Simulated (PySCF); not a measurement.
Compound: C8H7O2 (charge +1).
SMILES with atom numbers: `[CH:1]#[C:2][c:3]1[cH:4][cH:5][o+:6][c:7]([O:8][CH3:9])[cH:10]1` (hydrogens: H11 on C1; H12 on C4; H13 on C5; H14, H15, H16 on C9; H17 on C10)

The geometry is computed with GFN2-xTB (gas phase).

Give the optimised bond lengths and angles.

| bond | length (Å) |
| --- | --- |
| C1≡C2 | 1.204 |
| C2–C3 | 1.404 |
| C3–C4 | 1.426 |
| C4–C5 | 1.353 |
| C5–O6 | 1.337 |
| O6–C7 | 1.329 |
| C7–O8 | 1.292 |
| O8–C9 | 1.429 |
| C7–C10 | 1.398 |
| C3–C10 | 1.387 |
| C1–H11 | 1.053 |
| C4–H12 | 1.077 |
| C5–H13 | 1.081 |
| C9–H14, C9–H15, C9–H16 | 1.090 |
| C10–H17 | 1.078 |

Bonds in one row agree within 0.01 Å and their mean is given. A selection of angles:
| angle | degrees |
| --- | --- |
| C2–C1–H11 | 179.8 |
| C1–C2–C3 | 179.5 |
| C2–C3–C4 | 120.4 |
| C2–C3–C10 | 121.3 |
| C4–C3–C10 | 118.3 |
| C3–C4–C5 | 118.5 |
| C3–C4–H12 | 120.3 |
| C5–C4–H12 | 121.2 |
| C4–C5–O6 | 122.7 |
| C4–C5–H13 | 124.8 |
| O6–C5–H13 | 112.5 |
| C5–O6–C7 | 120.4 |
| O6–C7–O8 | 118.1 |
| O6–C7–C10 | 121.2 |
| O8–C7–C10 | 120.8 |
| C7–O8–C9 | 120.2 |
| O8–C9–H14 | 105.4 |
| O8–C9–H15 | 110.7 |
| H14–C9–H15 | 110.2 |
| C7–C10–H17 | 119.0 |
| C3–C10–C7 | 119.0 |
| C3–C10–H17 | 122.1 |

Torsions: O6–C7–O8–C9 0° (synperiplanar).

C10 (aromatic CH carbon) is planar (angles 122.1°, 119.0° and 119.0°, sum 360.0°, 0.00 Å off the plane of its three neighbours). C4 (aromatic CH carbon) is planar (angles 121.2°, 120.3° and 118.5°, sum 360.0°, 0.00 Å off the plane of its three neighbours). C3 (substituted aromatic carbon) is planar (angles 121.3°, 120.4° and 118.3°, sum 360.0°, 0.00 Å off the plane of its three neighbours). O6 (ring oxygen) is bent (angle 120.4°). The 4 C–O bonds span 1.292 Å (C7–O8, drawn single) to 1.429 Å (O8–C9, drawn single), a spread of 0.137 Å. The 10 heavy atoms lie in one plane (0.000 Å rms). The 6 C–C bonds span 1.204 Å (C1≡C2, drawn triple) to 1.426 Å (C3–C4, aromatic), a spread of 0.222 Å.

Point group: Cs (every atom within 0.08 Å of its image). No frequency check.

One conformer stands for the species.
